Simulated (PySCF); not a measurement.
PySCF 2.14 output of an unrestricted r2SCAN calculation on a single atom or ion in aug-cc-pVDZ-DK (6s5p3d, 36 functions), with scalar relativity by spin-free X2C-1e:

```
SCF conv_tol = 1e-09
number electrons alpha = 19  beta = 16
    J. W. Furness, A. D. Kaplan, J. Ning, J. P. Perdew, and J. Sun.,  J. Phys. Chem. Lett. 11, 8208-8215 (2020)
    J. W. Furness, A. D. Kaplan, J. Ning, J. P. Perdew, and J. Sun.,  J. Phys. Chem. Lett. 11, 9248-9248 (2020)
    J. W. Furness, A. D. Kaplan, J. Ning, J. P. Perdew, and J. Sun.,  J. Phys. Chem. Lett. 11, 8208-8215 (2020)
    J. W. Furness, A. D. Kaplan, J. Ning, J. P. Perdew, and J. Sun.,  J. Phys. Chem. Lett. 11, 9248-9248 (2020)
cycle= 1 E= -2788.20950110251  delta_E= -0.00754  |g|= 0.0308  |ddm|= 0.539
cycle= 2 E= -2788.20898819726  delta_E= 0.000513  |g|= 0.0166  |ddm|= 0.507
cycle= 3 E= -2788.20822102728  delta_E= 0.000767  |g|= 0.00362  |ddm|= 0.28
cycle= 4 E= -2788.20816033363  delta_E= 6.07e-05  |g|= 0.000625  |ddm|= 0.0685
cycle= 5 E= -2788.20815919707  delta_E= 1.14e-06  |g|= 7.82e-05  |ddm|= 0.00895
cycle= 6 E= -2788.20815919996  delta_E= -2.89e-09  |g|= 2.05e-05  |ddm|= 0.000243
cycle= 7 E= -2788.20815919807  delta_E= 1.88e-09  |g|= 5.98e-06  |ddm|= 0.000379
cycle= 8 E= -2788.20815919806  delta_E= 1.46e-11  |g|= 3.92e-07  |ddm|= 5.14e-05
converged SCF energy = -2788.20815919806  <S^2> = 3.7514225  2S+1 = 4.0007112
```

The run itself started from symmetry-adapted Hartree-Fock orbitals and held the occupation by maximum overlap, on a logarithmic radial grid, so the iterations belong to that start.

Problem. Which element, charge and spin multiplicity is this?

Solution. Kr⁺ (krypton, charge +1), multiplicity 4; the state was [Ar] 3d10 4s1 4p5 4d1, one real determinant (an excited configuration).

⟨L²⟩ = 7.97 against 12 for a pure F term, so this real determinant mixes terms. The outer electron is Rydberg-like, and this basis confines it to a smaller radius and binds it less than a complete one would.
